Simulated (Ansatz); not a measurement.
The same path of CH$_{7}$BNP (11 atoms, charge 0, multiplicity 1) was run twice with different band settings. The coordinate that changes most is the height of N4 over the plane of its neighbours.

Level of theory: RKS PBE0/cc-pVDZ (Ansatz 0.2.0).

Relaxed end points:

```xyz
11
Properties=species:S:1:pos:R:3
C -1.027 1.183 0.020
B 0.490 0.907 0.279
P 1.398 -0.629 -0.292
N 0.363 -2.022 -0.352
H -1.162 2.108 -0.569
H -1.515 1.391 0.991
H -1.577 0.367 -0.473
H 1.199 1.765 0.757
H 2.251 -0.912 0.815
H 0.159 -2.290 -1.311
H -0.514 -1.926 0.155
```

```xyz
11
Properties=species:S:1:pos:R:3
C -1.028 1.182 0.022
B 0.490 0.906 0.279
P 1.399 -0.628 -0.295
N 0.365 -2.022 -0.354
H -1.163 2.105 -0.568
H -1.515 1.392 0.993
H -1.578 0.365 -0.469
H 1.198 1.764 0.760
H 2.251 -0.910 0.815
H -0.513 -1.924 0.151
H 0.161 -2.288 -1.314
```

Common settings: climbing image yes; spring 5.0 eV/Å²; optimiser quadratic models (default); start path IDPP; force threshold 0.03 eV/Å; iteration limit 60; end points relaxed.

| run | movable images |
| --- | --- |
| 1 | 9 |
| 2 | 1 |

Problem. What does each run give, and how far can it be trusted?

Solution. Run 1: converged after 19 iterations, highest image 0.189 eV above the first end. Beside the main top the profile has a ripple of under 15 meV (maxima at images 1, 5), which may be a very shallow well or noise. A vibrational analysis at the climbing image gives one clearly imaginary mode, 177i cm⁻¹: a first-order saddle point.
Run 2: converged after 10 iterations, highest image 0.192 eV above the first end. The order of the stationary point at the top wasn't checked. So few images can step over the top or miss a turn of the path.
